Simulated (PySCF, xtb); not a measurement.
FH7N2Si2, SMILES N[SiH2]N[SiH2]F. The values are those of a single conformer.

Harmonic wavenumbers (cm⁻¹) from GFN2-xTB (xtb) at its own minimum, in rising order: 24, 52, 117, 133, 222, 229, 290, 439, 499, 543, 562, 618, 711, 724, 743, 763, 805, 809, 814, 910, 996, 1193, 1523, 2237, 2284, 2295, 2335, 3457, 3483, 3519.

**Question.** What does PySCF with PBE0-D3(BJ)/def2-SVP give at its own minimum? (The exact figures need the calculation; the answer reports its results.)

**Answer.** 42, 50, 178, 212, 266, 311, 373, 480, 525, 592, 714, 789, 838, 851, 875, 904, 912, 928, 943, 959, 981, 1197, 1544, 2246, 2256, 2269, 2286, 3607, 3616, 3717. Paired by order, the mean absolute difference is 79 cm⁻¹ and the zero-point energies are 47.6 and 50.7 kcal/mol.
